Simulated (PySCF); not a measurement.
## Relaxation of singlet H₃IO

Level of theory: PBE0 in PySCF with I def2-TZVP with ECP28, O def2-TZVP, H def2-TZVP; scalar-relativistic core potentials, no spin–orbit coupling; density-fitted integrals. A (50,194) grid was used.

A start displaced from a saddle point along its imaginary mode, with no symmetry imposed:

Coordinates in bohr (charge 0 multiplicity 1):
```
I     0.0001    0.2391    0.1694
O    -0.0010   -2.5655   -1.8189
H     0.7605    3.3066    3.0454
H    -0.8156    3.1709    3.0765
H     0.0623    4.1330    1.4110
```

**Question.** What forces act on the atoms at the start (eV/Å)?

**Answer.** 
```csv
atom,Fx,Fy,Fz
I1,0.02,-0.07,0.23
O2,-0.03,0.14,-0.25
H3,0.18,0.25,0.45
H4,-0.38,-0.19,0.66
H5,0.21,-0.13,-1.08
```

**Question.** What does it relax to?

**Answer.** It ends at C1 with H–H 0.749 Å, I–H 1.653 Å, I–O 1.829 Å; H–I–O 104.1° (after a last refinement on a finer grid). The molecule has come apart into IOH + H₂. No frequency check is given, so it may be a saddle point.

**Question.** How much energy is released, and in how many steps?

**Answer.** 280.8 kJ/mol in 16 steps.

The relaxation took of the order of 120 core-seconds on a shared host.
